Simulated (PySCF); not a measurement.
These 6 structures share the formula C7H13B. Theory: PBE0-D3(BJ)/def2-SVP geometry optimisation, gas phase (PySCF). Energies are electronic, without zero-point or thermal terms, for one conformer each. No frequencies were run at this level. Point groups hold within 0.08 Å.

Task: Rank from lowest to highest electronic energy at this level (kcal/mol).
A. `[CH2:1]=[CH:2][C@H:3]1[BH:4][CH2:5][CH2:6][CH2:7][CH2:8]1` with C1–C2–C3–B4 103°, C2–C3–B4–C5 156°, C3–B4–C5–C6 -23°, B4–C5–C6–C7 40°, C5–C6–C7–C8 -59°
B. `[BH2:1][C:2](=[CH2:3])[C:4](=[CH2:5])[CH2:6][CH2:7][CH3:8]` with B1–C2–C4–C5 16°, C2–C4–C6–C7 73°, C4–C6–C7–C8 -179°
C. `[BH2:1][CH2:2][C@H:3]1[CH2:4][CH2:5][C:6](=[CH2:7])[CH2:8]1` with H–B1–C2–C3 -19° and 165°, B1–C2–C3–C4 171°, C2–C3–C4–C5 166°, C3–C4–C5–C6 -33°, C4–C5–C6–C7 -168°, C5–C6–C8–C3 13°
D. `[CH2:1]=[CH:2][B:3]1[CH2:4][CH2:5][CH2:6][CH2:7][CH2:8]1` with C1–C2–B3–C4 -174°, C2–B3–C4–C5 158°, B3–C4–C5–C6 42°, C4–C5–C6–C7 -59°, C5–C6–C7–C8 60°
E. `[BH2:1][C@@H:2]1[CH2:3][C@@H:4]2[CH2:5][CH2:6][CH2:7][C@H:8]12` with H–B1–C2–C3 152° and -33°, B1–C2–C3–C4 -127°, C2–C3–C4–C5 103°, C3–C4–C5–C6 -78°, C4–C5–C6–C7 -38°
F. `[CH2:1]=[CH:2][CH2:3][C@H:4]1[CH2:5][BH:6][CH2:7][CH2:8]1` with C1–C2–C3–C4 115°, C2–C3–C4–C5 62°, C3–C4–C5–B6 155°, C4–C5–B6–C7 -11°, C5–B6–C7–C8 -12°, B6–C7–C8–C4 30°

Result: D (0.0), A (12.9), F (15.2), E (23.1), C (24.0), B (40.4).

Neighbours under 2.5 kcal/mol apart (C=C[C@H]1BCCCC1 and C=CC[C@H]1CBCC1; B[C@@H]1C[C@@H]2CCC[C@@H]21 and BC[C@H]1CCC(=C)C1) can change places with a better method, another conformer or zero-point energy.

```tsv
SMILES	E (Eh)	E rel (kcal/mol)	dipole (D)	point group	A, B, C (MHz)
C=CB1CCCCC1	-298.84732	0.0	0.44	C1	3835, 1326, 1038
C=C[C@H]1BCCCC1	-298.82675	12.9	0.95	C1	4162, 1284, 1058
C=CC[C@H]1CBCC1	-298.82309	15.2	0.35	C1	5168, 1070, 952.0
B[C@@H]1C[C@@H]2CCC[C@@H]21	-298.81055	23.1	0.91	C1	2994, 2153, 1728
BC[C@H]1CCC(=C)C1	-298.80914	24.0	0.93	C1	4172, 1279, 1038
BC(=C)C(=C)CCC	-298.78291	40.4	1.32	C1	3325, 1222, 984.5
```
